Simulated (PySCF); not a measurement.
SMILES C(=C(\C(=C)Cl)Cl)/Br, C₄H₃BrCl₂

Molfile (atoms numbered from 1):
```
C4H3BrCl2
     RDKit          3D

 10  9  0  0  0  0  0  0  0  0999 V2000
   -1.8786   -1.0192   -0.6609 C   0  0  0  0  0  0  0  0  0  0  0  0
   -0.9420   -0.6702    0.2281 C   0  0  0  0  0  0  0  0  0  0  0  0
   -1.2860   -0.8358    1.9272 Cl  0  0  0  0  0  0  0  0  0  0  0  0
    0.3916   -0.1439   -0.1004 C   0  0  0  0  0  0  0  0  0  0  0  0
    0.7420    0.0247   -1.7828 Cl  0  0  0  0  0  0  0  0  0  0  0  0
    1.3034    0.1938    0.8285 C   0  0  0  0  0  0  0  0  0  0  0  0
    2.9955    0.8599    0.4647 Br  0  0  0  0  0  0  0  0  0  0  0  0
   -2.8435   -1.4020   -0.3278 H   0  0  0  0  0  0  0  0  0  0  0  0
   -1.6816   -0.9226   -1.7285 H   0  0  0  0  0  0  0  0  0  0  0  0
    1.0711    0.0832    1.8872 H   0  0  0  0  0  0  0  0  0  0  0  0
  1  2  2  0
  2  3  1  0
  2  4  1  0
  4  5  1  0
  4  6  2  0
  6  7  1  0
  1  8  1  0
  1  9  1  0
  6 10  1  0
M  END
```

Method used: TDDFT CAM-B3LYP/def2-TZVPD excited states, vertical, gas phase in PySCF 2.14.0. Geometry: PBE0-D3(BJ)/def2-SVP.

The calculation is non-relativistic, which matters for the atoms heavier than Zn.

(1) How strongly do the lowest singlets absorb one photon, and two photons of half the energy?

Results:

(1) δ for parallel linear polarisation; σ at the peak of a Lorentzian of half width 0.1 eV, single beam; Ω is circular over linear.
| state | E (eV) | f | photon λ (nm) | δ (au) | σ (GM) | Ω | main |
| --- | --- | --- | --- | --- | --- | --- | --- |
| S1 | 5.17 | 0.582 | 480 | 228 | 2.24 | 0.67 | HOMO→LUMO 0.97 |
| S2 | 5.43 | 0.001 | 457 | 4.08 | 0.04 | 1.50 | HOMO→LUMO+1 0.72, HOMO→LUMO+6 0.16 |
| S3 | 5.90 | 0.016 | 421 | 529 | 6.74 | 0.91 | HOMO−1→LUMO 0.98 |
| S4 | 5.98 | 0.000 | 415 | 0.14 | 0.00 | 1.49 | HOMO−2→LUMO 0.94 |
| S5 | 6.23 | 0.000 | 398 | 5.19 | 0.07 | 1.50 | HOMO→LUMO+4 0.18, HOMO→LUMO+5 0.15 |
| S6 | 6.38 | 0.000 | 389 | 3.55 | 0.05 | 1.50 | HOMO−3→LUMO 0.91 |

Among these, the strongest one-photon state is S1, the strongest two-photon state S3, with a dipole change of 1.9 D (relaxed, norm of the difference vector).
